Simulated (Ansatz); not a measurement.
Ideal-gas functions of CH₂AlBF₂, SMILES `F[CH]1[BH][Al]1[F]` at 500 K and 1 bar, from an Ansatz frequency run at PBE0-D4/def2-TZVP.

Molar mass 89.82 g/mol, point group Cs (symmetry number 1), electronic degeneracy 1, moments of inertia 40.406, 277.422, 317.828 u Å². Harmonic wavenumbers (cm⁻¹, unscaled): 68, 121, 183, 194, 391, 606, 656, 819, 820, 908, 1046, 1335, 1468, 2739, 2969.

Use S(trans) = R[1.5 ln M + 2.5 ln T − 1.1517]; rotational temperatures θ = 24.2544 K / I; S(rot) = R[ln(√π/σ · √(T³/θAθBθC)) + 1.5]; for each mode x = 1.438777 ν̃/T, S = R[x/(eˣ − 1) − ln(1 − e⁻ˣ)] and H = RT x/(eˣ − 1); 1 cm⁻¹ = 0.0119627 kJ/mol; R = 8.31446 J/(mol·K).

By hand: the entropy, in J/(mol·K).

Translation 175.7. Rotation: θ = 0.6003, 0.0874, 0.0763 K, giving 117.7. Vibration, mode by mode: 21.89, 17.13, 13.74, 13.27, 7.76, 4.67, 4.17, 2.88, 2.87, 2.35, 1.72, 0.88, 0.64, 0.03, 0.02, in all 94.0. Electronic 0.0. Sum 387.4 J/(mol·K).

By hand: H − E and G − E in kJ/mol, counted from the electronic energy.

Zero-point energy ½ × 14323 × 0.0119627 = 85.7; thermal vibration 22.9; translation, rotation and pV give 4 RT = 16.6. H − E = 125.2 kJ/mol, and G − E = 125.2 − 500 × 387.4/1000 = -68.5 kJ/mol.

Vibration gives 24 % of the entropy, 39.0 J/(mol·K) of it from the modes under 150 cm⁻¹: soft modes count most, and the harmonic formula is weakest for them.
